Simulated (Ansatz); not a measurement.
Ansatz (a program for electronic structure) input:
A basis named .json is the Basis Set Exchange file of that set.

Ansatz 0.2 input:
```yaml
crystal:
  periodic: [false, false, false]
  atoms:
    - {symbol: O, position_ang: [-1.99684832, -0.00439841, -0.34987957]}
    - {symbol: B, position_ang: [-0.81469902, -0.08471127, 0.02504356]}
    - {symbol: B, position_ang: [0.81469902, 0.08471127, -0.02504356]}
    - {symbol: O, position_ang: [1.99684832, 0.00439841, 0.34987957]}
basis:
  gaussian:
    orbitals: aug-cc-pVQZ
    fitting: {mean_field: def2-universal-jkfit, correlation: aug-cc-pVQZ-RIFIT.json}
total_charge: -1
magnetization: {spin_polarized: true, initial_magnetization: 1}
correlation: {method: mp2, electrons: outside_noble_gas}
```

Q: Predict the final energy.

A: -199.97010 Eh (RI-MP2/aug-cc-pVQZ). The basis has 320 functions.
